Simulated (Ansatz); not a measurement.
A structure relaxed at PBE/def2-TZVP in Ansatz, charge 0, singlet:

```xyz
4

Li   -2.0642   -0.2723    1.9491
Li    0.3394   -1.2083    0.2861
Li    2.1418    0.0020   -1.8834
Na   -0.4169    1.4786   -0.3518
```

Problem. Give its formula and point group.

Solution. NaLi₃. Point group C2v (tolerance 0.1 Å).

Problem. Summarise the bond lengths by kind (pairs closer than 1.2 times the sum of covalent radii, bridged metal pairs left out).

Solution. 3 × Li–Na 2.86 to 3.33 Å; 2 × Li–Li 3.07 Å.

The restricted singlet is unstable towards broken spin symmetry at other levels; at PBE/def2-TZVP this wasn't settled. Another isomer (singlet) lies 0.16 eV lower at PBE0/def2-TZVP; other spin states weren't run for this one.
